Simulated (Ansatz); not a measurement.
Energy needed to pull apart SnH2O2 (SMILES [OH][Sn][OH]), closed shell, into free ground-state atoms, from the structure below (displaced at random from its PBE0-D4/def2-TZVP minimum); no zero-point or spin–orbit terms; open-shell atoms are treated unrestricted, in their ground-state multiplicity.

O1  (-0.967, 0.130, -0.619)
Sn2  (-0.190, -0.998, 0.861)
O3  (1.555, 0.027, 0.618)
H4  (-1.853, -0.128, -0.835)
H5  (1.519, 0.708, -0.051)
(Å)

Program: Ansatz 0.2.0. Basis: def2-TZVPP. Cores are frozen in the correlated methods. Filled d shells of the heavier atoms are correlated. Core potentials replace the inner electrons of the atoms past krypton. The def2 sets are not built for correlating such inner shells, so the correlated values are less sure here.

```tsv
method	atomization energy (eV)
PBE-D4	18.04
r2SCAN-D4	?
PBE0-D4	17.09
wB97M-V	17.43
HF	10.63
MP2	?
CCSD	16.48
CCSD(T)	16.93
```

Problem. What does r2SCAN-D4 give? (An estimate is asked for; the value comes from the calculation.)

Solution. Computed: 17.49 eV, which is about 0.56 eV more than CCSD(T)/def2-TZVPP.

Problem. What does MP2 give? (An estimate is asked for; the value comes from the calculation.)

Solution. The calculation gives: 17.53 eV, which is about 0.60 eV more than CCSD(T)/def2-TZVPP.

In triple zeta the MP2 and coupled-cluster atomization energies are still short of their basis limit by a few kcal/mol a bond, whereas those of the functionals are nearly converged, so these differences are not deviations from converged CCSD(T).

No T1 diagnostic of these runs exceeds 0.019.

For scale, one of the runs: CCSD(T)/def2-TZVPP forces, 140 basis functions (an equivalent command: `ansatz run in.yaml --threads 2`). Time: 2.9 min of wall clock on 2 CPU threads; the host was shared. Peak host memory: 1.6 GiB.
